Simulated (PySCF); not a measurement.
# Spinor energies of Tl³⁺ (thallium, charge +3)

Start: [Xe] 4f14 5d10. Calculated with PySCF 2.14 in x2c-TZVPall-2c (11s11p9d3f, 110 functions): generalised Hartree-Fock with the X2C-1e Hamiltonian and a Gaussian nucleus; one run each with spin-orbit coupling (SO) switched off, then screened by Boettger's factors.

| spinor shell | electrons | ε, spin-free (eV) | ε, screened SO (eV) | weight of nominal j (screened SO) | rms radius, screened SO (bohr) |
| --- | --- | --- | --- | --- | --- |
| 1s1/2 | 2 | -86045.7 | -86009.7 | 1.000 | 0.0184 |
| 2s1/2 | 2 | -15501.6 | -15490.3 | 1.000 | 0.0743 |
| 2p1/2 | 2 | -13353.7 | -14846.2 | 1.000 | 0.0628 |
| 2p3/2 | 4 | -13353.7 | -12775.4 | 1.000 | 0.0710 |
| 3s1/2 | 2 | -3794.0 | -3790.3 | 1.000 | 0.189 |
| 3p1/2 | 2 | -3166.2 | -3500.8 | 1.000 | 0.181 |
| 3p3/2 | 4 | -3166.2 | -3033.8 | 1.000 | 0.197 |
| 3d3/2 | 4 | -2504.0 | -2561.8 | 1.000 | 0.173 |
| 3d5/2 | 6 | -2504.0 | -2462.6 | 1.000 | 0.178 |
| 4s1/2 | 2 | -907.95 | -906.83 | 1.000 | 0.416 |
| 4p1/2 | 2 | -698.76 | -781.09 | 1.000 | 0.420 |
| 4p3/2 | 4 | -698.76 | -666.00 | 1.000 | 0.454 |
| 4d3/2 | 4 | -447.73 | -460.52 | 1.000 | 0.465 |
| 4d5/2 | 6 | -447.73 | -438.44 | 1.000 | 0.476 |
| 5s1/2 | 2 | -181.77 | -181.63 | 1.000 | 0.943 |
| 4f5/2 | 6 | -168.25 | -170.39 | 1.000 | 0.509 |
| 5p1/2 | 2 | -122.54 | -137.57 | 1.000 | 1.01 |
| 5p3/2 | 4 | -122.54 | -116.65 | 1.000 | 1.11 |
| 5d3/2 | 4 | -51.700 | -53.240 | 1.000 | 1.40 |
| 5d5/2 | 6 | -51.700 | -50.672 | 1.000 | 1.45 |

(1) Where does 4f7/2 lie, and what is the 4f spin-orbit splitting (screened SO)?

| quantity | spin-free | screened SO |
| --- | --- | --- |
| E (hartree) | -20228.36272 | -20263.21705 |
| M_J | 0 | 0 |
| ⟨J²⟩ | 0.000 | 0.000 |
| ⟨L²⟩ | 0.000 | 0.189 |
| ⟨S²⟩ | 0.000 | 0.189 |

Breit and QED terms are absent; they matter most for the inner s and p1/2 levels.

Densities and radii are taken from the X2C orbitals without a picture-change correction, which distorts them close to the nucleus.

Without spin-orbit coupling the j labels of p, d and f shells carry no meaning; the spin-free column gives the mean over the occupied spinors of each nl shell.

## Answers

(1) At -165.83 eV, 4.561 eV above 4f5/2.
